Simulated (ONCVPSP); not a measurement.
# What one change does to a pseudopotential (Gd (Z = 64), ONCV)

ONCVPSP 4.0.1 input, shortened (lines: element, Z, core and valence counts, functional; n l f; lmax; l rc ep ncon nbas qcut; lloc lpopt rc5 dvloc0; l nproj debl; icmod fcfact rcfact), PW91, scalar-relativistic:

```
  Gd 64.00    9    5  -109134      upf
    1    0    2.00
    2    0    2.00
    2    1    6.00
    3    0    2.00
    3    1    6.00
    3    2   10.00
    4    0    2.00
    4    1    6.00
    4    2   10.00
    4    3    6.00
    5    0    2.00
    5    1    6.00
    5    2    2.00
    6    0    2.00
    3
    0    2.35    0.00    3    6    4.30
    1    2.30    0.00    3    6    6.80
    2    2.25    0.00    5   10    4.60
    3    1.35    0.00    5    9   12.00
    4    1    1.25    2.00
    0    2    4.00
    1    2    2.40
    2    1    0.70
    3    3    0.60
    0    0.00    0.00
```

All-electron outer shells of the reference configuration (PW91, scalar-relativistic, ld1.x):

```
shell  level (eV)  outermost node (bohr)  outermost maximum (bohr)
   4d     -155.45                   0.27                      0.56
   5s      -53.37                   0.65                      1.18
   5p      -30.09                   0.70                      1.34
   4f      -15.32                      –                      0.56
   6s       -4.45                   1.57                      3.25
   5d       -3.62                   0.78                      1.85
```

Change: all radii scaled by about 1.08 (s 2.52, p 2.48, d 2.42, f 1.46 bohr); local potential polynomial inside 1.34 bohr (lpopt 1, dvloc0 2 Ha).

Cutoffs: the cutoffs (Ha) at which the residual kinetic energy of the hardest occupied pseudo-wave falls to 1 and 0.1 mHa per electron; they do not see the model core or the augmentation charge, which bear on the density cutoff. Errors are all-electron minus pseudo energies relative to the spin-unpolarised reference configuration.

Question: What does the change do?

Answer: The potential gets softer (71 Ha and 167 Ha → 65 Ha and 72 Ha); of the 4 tests that both files solve, the error grows in 4 and shrinks in 0 by more than 15 % and 0.3 meV (median size 203.4 → 314.3 meV); neither file shows a bound ghost. A larger radius leaves more room for a smooth pseudo-wave, so fewer plane waves are needed. More of the atom is replaced by a form fitted at one configuration, so other configurations suffer.

```csv
quantity,base,changed
"cutoff, loose",71 Ha,65 Ha
"cutoff, tight",167 Ha,72 Ha
loose cutoff by channel,"s 4.4 Ha, p 11 Ha, d 8.7 Ha, f 71 Ha","s 4.2 Ha, p 7.2 Ha, d 8.5 Ha, f 65 Ha"
bound ghosts,none,none
GHOST(+) flags under 300 eV,none,s at 62.2 eV
"error for 4f7 5s2 5p6 5d1 6s2, meV [ΔE -8.92 eV]",+171,+259
"error for 4f7 5s2 5p6 5d1 6s1, meV [ΔE -2.23 eV]",+210,+299
"error for 4f7 5s2 5p6 5d1 6s0, meV [ΔE 9.89 eV]",+269,+356
"error for 4f7 5s2 5p5 5d1 6s2, meV [ΔE 23.43 eV]",+197,+329
```
